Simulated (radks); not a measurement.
The numbers below are computed, except where a source is named.
Problem. All-electron atom: Nd3+ in [Xe] 4f1 6p2 (not the ground configuration). Level of theory: Dirac Kohn-Sham, BLYP, spin-unpolarised, spherical densities, finite nucleus; open shells fill j = l - 1/2 first; Fermi nuclear charge, rms radius 4.9123 fm (a radial shooting solver on a logarithmic mesh with Libxc functionals). Some entries of the table are withheld. Estimate them.

orbital,occ.,eigenvalue (hartree),r(max) (bohr)
1s1/2,2,-1595.559,0.01510
2s1/2,2,-259.7345,0.08566
2p1/2,2,-245.8483,0.06508
2p3/2,4,-226.7363,0.07053
3s1/2,2,-58.10384,0.2441
3p1/2,2,-52.17181,(1)
3p3/2,4,-48.35955,(2)
3d3/2,4,-38.01623,0.1942
3d5/2,6,-37.19303,0.1975
4s1/2,2,-13.21890,0.5637
4p1/2,2,-10.96912,0.5706
4p3/2,4,-10.12078,0.5951
4d3/2,4,-6.40845,0.6084
4d5/2,6,-6.25513,0.6163
5s1/2,2,-3.02138,1.263
5p1/2,2,-2.34297,(3)
5p3/2,4,-2.19229,(4)
4f5/2,1,-1.95811,(5)
4f7/2,0,-1.93739,(6)
6p1/2,2,-0.78830,(7)
6p3/2,0,-0.75742,(8)

Solution. 
(1) 3p1/2 r(max) (bohr): 0.2309
(2) 3p3/2 r(max) (bohr): 0.2426
(3) 5p1/2 r(max) (bohr): 1.356
(4) 5p3/2 r(max) (bohr): 1.414
(5) 4f5/2 r(max) (bohr): 0.6209
(6) 4f7/2 r(max) (bohr): 0.6246
(7) 6p1/2 r(max) (bohr): 3.164
(8) 6p3/2 r(max) (bohr): 3.282
